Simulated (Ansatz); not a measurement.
```xyz
12

C     0.940    0.576    1.292
O    -0.424    0.384    1.000
B    -0.843   -0.120   -0.201
C     0.128   -0.552   -1.355
O    -2.190   -0.247   -0.371
H     1.362    1.393    0.697
H     1.526   -0.329    1.107
H     1.023    0.836    2.347
H     0.771   -1.380   -1.039
H    -0.421   -0.873   -2.241
H     0.799    0.263   -1.643
H    -2.672    0.048    0.408
```

Charge 0, multiplicity 1.

(1) List the CAM-B3LYP/def2-TZVPP orbital energies in eV (Ansatz 0.2.0). (Best estimate.)

Results:

(1) Ansatz gave: Occupied: -522.64, -522.46, -280.16, -277.94, -186.28, -30.61, -29.57, -21.20, -21.13, -16.76, -16.08, -14.61, -14.56, -12.72, -12.33, -12.14, -11.68, -11.59, -10.27, -9.92. Lowest empty: 1.60, 2.43, 2.52, 3.01, 3.44, 3.69, 3.96, 4.64.
